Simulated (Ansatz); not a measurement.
Several settings on one geometry of N-butyl-N-methylpyrrolidinium (C₉H₂₀N⁺) (that of the charge 1 singlet, r2SCAN-D4/def2-SVP). Ansatz on 4 threads of Intel Xeon on a shared host; times are rough.

```xyz
30

C     4.152    0.321    0.005
C     2.904   -0.552    0.036
C     1.623    0.269    0.222
C     0.410   -0.641    0.283
N    -0.937    0.057    0.301
C    -0.985    1.091    1.380
C    -2.045   -0.977    0.535
C    -3.182   -0.546   -0.370
C    -2.430   -0.109   -1.625
C    -1.265    0.695   -1.063
H     4.113    1.048   -0.823
H     5.056   -0.290   -0.132
H     4.272    0.886    0.943
H     2.829   -1.135   -0.899
H     2.984   -1.291    0.853
H     1.532    0.991   -0.610
H     1.710    0.861    1.150
H     0.437   -1.269    1.189
H     0.380   -1.316   -0.588
H    -0.670    0.635    2.328
H    -2.015    1.461    1.465
H    -0.316    1.920    1.122
H    -1.643   -1.951    0.220
H    -2.267   -1.016    1.610
H    -3.750    0.292    0.069
H    -3.891   -1.368   -0.544
H    -2.067   -0.989   -2.182
H    -3.033    0.495   -2.319
H    -1.548    1.739   -0.873
H    -0.359    0.689   -1.683
```

Totals from different functionals, basis sets or treatments of relativity can't be compared as stabilities.

HSE06 is defined as in plane-wave codes, on full-range PBE exchange. Correlated methods freeze 10 core orbitals.

The spins typed aren't always the lowest for that charge.

Question: Give the basis size and estimate the energy, ⟨S²⟩ and time of these runs.

| run | method | charge | state | further keys |
| --- | --- | --- | --- | --- |
| 1 | RKS revPBE0-D3(BJ)/STO-3G | 1 | singlet | scf: {omitted_lower_state_checks: [starts]} |
| 2 | ROKS PBEsol-D4/def2-SVPD | 2 | doublet | forces asked |
| 3 | RKS B2PLYP/6-31G | 1 | singlet | final_grid: {core_spheres: 20, valence_spheres: 16, degree: 47}; scf: {omitted_lower_state_checks: [starts]} |
| 4 | RKS HSE06/def2-SVP | 1 | singlet | scf: {omitted_lower_state_checks: [starts]}; forces asked |

Answer: 
| run | functions | energy (Eh) | ⟨S²⟩ | wall time |
| --- | --- | --- | --- | --- |
| 1 | 70 | -404.6610 | – | 1.5 s |
| 2 | 360 | -406.4268 | – | 57 s |
| 3 | 130 | -408.7463 | – | 5.5 s |
| 4 | 240 | -408.7141 | – | 7.5 s |
